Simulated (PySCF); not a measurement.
A geometry optimisation on `[NH2][Sn]([PH2])([PH2])[PH2]`.

Method: PBE0-D3(BJ)/def2-SVP geometry optimisation, gas phase, def2 core potentials past Kr (PySCF 2.14.0). Start geometry: GFN2-xTB. A driver script takes a list of jobs; this job's settings line and coordinates (Å) are shown.

Input:
```
{"job": {"xc": "PBE0", "basis": "def2-SVP", "d3": "d3bj", "grid": 1, "maxiter": 30, "shake": 0.01, "kind": "geom"}, "charge": 0, "multiplicity": 1}
N     -0.128520    -0.994030     1.876340
Sn    -0.159280    -0.189440    -0.036620
P     -2.342180    -0.880870    -1.241720
P      1.956370    -1.351020    -0.958940
P      0.013380     2.308770     0.519120
H     -0.243980    -1.970490     1.908580
H     -0.856060    -0.604320     2.485340
H     -1.979420    -0.253780    -2.429640
H     -3.008200     0.244070    -0.769330
H      2.255780    -0.309270    -1.793420
H      2.707510    -0.856520     0.071090
H      1.285440     2.180150     1.083590
H      0.504960     2.659860    -0.724710
```

Output:
```
step   0  E = -1297.13098988  max force = 0.039368
step   1  E = -1297.14060092  max force = 0.007627
step   2  E = -1297.14103893  max force = 0.002037
step   3  E = -1297.14122031  max force = 0.001733
step   4  E = -1297.14135576  max force = 0.002691
step   5  E = -1297.14143528  max force = 0.001781
step   6  E = -1297.14150809  max force = 0.001229
step   7  E = -1297.14161756  max force = 0.002213
step   8  E = -1297.14173626  max force = 0.002517
step   9  E = -1297.14182919  max force = 0.001576
step  10  E = -1297.14185934  max force = 0.000358
step  11  E = -1297.14186727  max force = 0.000358
optimisation converged
```

Energies in Eh; «max force» is the largest Cartesian gradient component in Eh/bohr.

Problem. Give the first gradient maximum in eV/Å.

Solution. With 1 Eh/bohr = 51.422 eV/Å, 2.024 eV/Å.

In short: final energy -1297.14187 Eh after 11 steps; dipole 0.80 D.

Problem. Where do the atoms end?

Solution. 0.293 Å rms from the input after alignment:
```
atom  x, y, z in Å
N1    -0.2661   -1.0977    2.0340
Sn2   -0.1342   -0.2369    0.1800
P3    -2.1968   -0.6126   -1.2469
P4     1.7795   -1.4498   -0.9239
P5     0.2013    2.2202    0.6455
H6    -0.4195   -2.1038    1.9848
H7    -1.0168   -0.7047    2.6002
H8    -1.6092    0.0514   -2.3699
H9    -2.8257    0.5825   -0.7760
H10    1.7943   -0.5398   -2.0261
H11    2.7515   -0.7005   -0.1923
H12    1.6102    2.0627    0.8290
H13    0.3361    2.5121   -0.7476
```

Time: 2.2 min; peak memory 0.55 GiB. Hardware: one thread of an Intel Xeon Platinum 8488C (shared host).
Labels such as C1 count atoms from 1, the log's own numbers from 0.
